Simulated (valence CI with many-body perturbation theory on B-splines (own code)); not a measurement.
Dy52+: calculated level list

Calculated by configuration interaction combined with many-body perturbation theory (CI+MBPT): four valence electrons over a frozen Dirac-Fock core [Ne], a basis of 11 s, 11 p, 10 d, 8 f, 5 g, 2 h functions for each j, with the one-electron correlation potential Σ1 (screened to all orders), the two-electron term Σ2, the three-electron term Σ3, Breit, model QED; selected single and double excitations, second order for the rest, scaled by the run's own slope (own B-spline code, finite nucleus).

The last digits are not significant, and no measured levels were compared; by estimate large intervals hold to a few tenths of a per cent, small ones and those within an open d or f shell to about a per cent. Among the levels kept, up to 590 cm⁻¹ of a level comes from second order outside the variational space, and about a tenth of that is noise between levels of different J, which matters for small intervals.

Levels 91 to 135 of 178, with energies above the lowest level, (3s^2 3p1/2^2) J=0. "Leading %" is the weight of the configuration and term that name the level; weights of strongly mixed levels are sums over their largest components and can fall short. In the jj column 3d3/2^4 stands for four electrons in 3d with j = 3/2.

```csv
No.,Configuration,Term,J,E (eV),Leading %,Leading jj,g
91,3p³3d,³D°,3,963.1,14,3p1/2^2 3p3/2 3d5/2 (48 %),1.138
92,3s3p3d²,⁵P°,1,973.9,21,3s 3p1/2 3d3/2 3d5/2 (61 %),1.512
93,3s3p3d²,⁵G°,3,974.6,19,3s 3p1/2 3d3/2 3d5/2 (58 %),1.161
94,3s3p3d²,⁵G°,4,975.0,48,3s 3p1/2 3d3/2 3d5/2 (94 %),1.138
95,3s3p3d²,⁵D°,2,977.8,30,3s 3p1/2 3d3/2 3d5/2 (80 %),1.297
96,3s3p²3d,⁵F,5,979.3,55,3s 3p3/2^2 3d5/2 (98 %),1.301
97,3s3p²3d,³D,1,979.7,50,3s 3p3/2^2 3d3/2 (89 %),0.833
98,3s3p3d²,⁵P°,1,984.2,23,3p1/2^2 3p3/2 3d5/2 (49 %),1.491
99,3s3p²3d,³P,0,984.8,82,3s 3p3/2^2 3d3/2 (67 %),
100,3s3p²3d,³F,4,986.1,53,3s 3p3/2^2 3d5/2 (89 %),1.278
101,3s3p²3d,³D,2,990.5,50,3s 3p3/2^2 3d3/2 (87 %),1.154
102,3s3p²3d,³F,3,992.1,36,3s 3p3/2^2 3d3/2 (87 %),1.010
103,3s3p3d²,³G°,5,992.5,36,3s 3p1/2 3d3/2 3d5/2 (93 %),1.151
104,3s3p3d²,³G°,3,992.7,44,3s 3p1/2 3d3/2 3d5/2 (91 %),0.997
105,3s3p3d²,³H°,4,995.1,48,3s 3p1/2 3d3/2 3d5/2 (94 %),0.947
106,3s3p²3d,³D,1,997.0,62,3s 3p3/2^2 3d3/2 (88 %),0.902
107,3s3p3d²,³F°,2,997.7,24,3s 3p1/2 3d3/2 3d5/2 (86 %),1.007
108,3s3p²3d,³F,2,1001.5,27,3s 3p3/2^2 3d3/2 (84 %),1.045
109,3s3p3d²,³D°,1,1003.9,52,3s 3p1/2 3d3/2 3d5/2 (79 %),0.932
110,3s3p3d²,³P°,0,1005.8,41,3s 3p1/2 3d3/2 3d5/2 (82 %),
111,3s3p3d²,⁵D°,3,1007.6,31,3s 3p1/2 3d3/2 3d5/2 (88 %),1.312
112,3s3p²3d,³P,0,1009.6,48,3s 3p3/2^2 3d5/2 (56 %),
113,3s3p²3d,³P,1,1009.7,36,3s 3p3/2^2 3d5/2 (88 %),1.419
114,3s3p²3d,³D,3,1009.8,47,3s 3p3/2^2 3d5/2 (89 %),1.207
115,3s3p3d²,⁵D°,4,1012.0,37,3s 3p1/2 3d3/2 3d5/2 (77 %),1.293
116,3s3p3d²,⁵D°,2,1012.9,24,3s 3p1/2 3d3/2 3d5/2 (94 %),1.410
117,3s3p3d²,³F°,2,1022.2,26,3s 3p1/2 3d3/2 3d5/2 (82 %),1.156
118,3s3p3d²,³G°,3,1024.0,37,3s 3p1/2 3d3/2 3d5/2 (91 %),0.977
119,3s3p²3d,³D,3,1024.1,78,3s 3p3/2^2 3d5/2 (96 %),1.294
120,3s3p²3d,³F,4,1026.2,63,3s 3p3/2^2 3d5/2 (97 %),1.173
121,3s3p3d²,³D°,1,1028.7,35,3s 3p1/2 3d3/2 3d5/2 (80 %),1.022
122,3s3p²3d,¹D,2,1030.0,36,3s 3p3/2^2 3d5/2 (85 %),1.201
123,3s3p3d²,³F°,4,1034.7,36,3s 3p1/2 3d5/2^2 (82 %),1.215
124,3s3p²3d,¹D,2,1037.3,43,3s 3p3/2^2 3d5/2 (94 %),1.121
125,3s3p²3d,³D,3,1038.3,48,3s 3p3/2^2 3d5/2 (92 %),1.230
126,3s3p3d²,³D°,2,1043.7,24,3s 3p1/2 3d5/2^2 (94 %),1.307
127,3s3p3d²,³G°,5,1044.2,27,3s 3p1/2 3d5/2^2 (91 %),1.189
128,3s3p²3d,³P,1,1049.2,38,3s 3p3/2^2 3d5/2 (92 %),1.108
129,3s3p3d²,³F°,3,1055.2,28,3s 3p1/2 3d5/2^2 (95 %),1.213
130,3s3p3d²,³G°,4,1057.1,29,3s 3p1/2 3d5/2^2 (88 %),1.074
131,3s3p3d²,³D°,3,1060.7,30,3s 3p1/2 3d5/2^2 (80 %),1.159
132,3s3p²3d,¹D,2,1060.9,42,3s 3p3/2^2 3d5/2 (91 %),1.102
133,3s3p3d²,³D°,2,1063.8,30,3s 3p1/2 3d5/2^2 (84 %),1.102
134,3s3p3d²,³P°,1,1067.1,32,3s 3p1/2 3d5/2^2 (84 %),1.288
135,3s3p3d²,³P°,0,1068.1,75,3s 3p1/2 3d5/2^2 (92 %),
```
